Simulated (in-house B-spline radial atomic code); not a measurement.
Values are calculated unless marked as measured or tabulated.
**Weak and strong correlation along the adiabatic connection**

Two-electron singlets in several external potentials (atomic units), by full CI in B-splines with partial waves to l = 8 (correlation energies up to 0.6 % small). The repulsion is scaled by λ at fixed density; W(λ) is the mean repulsion less the Hartree energy, W(0) = E_x, and the area under W from 0 to 1 is E_xc.

One system gave this curve:

```csv
λ,W (hartree)
0,-1.0774
0.02,-1.0794
0.05,-1.0823
0.12,-1.089
0.25,-1.1009
0.4,-1.1138
0.6,-1.1299
0.8,-1.1446
1,-1.1582
1.4,-1.1825
2,-1.2128
3,-1.2515
4.5,-1.2921
7,-1.3349
10,-1.3663
```

**Question.** Which system is it?
A. −V exp(−r²/w²), V = 21.6, w = 3.07
B. ω²r²/2 − Z/r, ω = 3.76, Z = 1.5
C. −Z/r, Z = 7.75
D. −V exp(−r²/w²), V = 3.01, w = 2.17

**Answer.** A. The exchange energy sets the size: −V exp(−r²/w²), V = 21.6, w = 3.07: E_x = -1.08, E_c = -0.0432; −Z/r, Z = 7.75: E_x = -4.62, E_c = -0.0452; ω²r²/2 − Z/r, ω = 3.76, Z = 1.5: E_x = -1.79, E_c = -0.0431; −V exp(−r²/w²), V = 3.01, w = 2.17: E_x = -0.673, E_c = -0.0391 hartree.
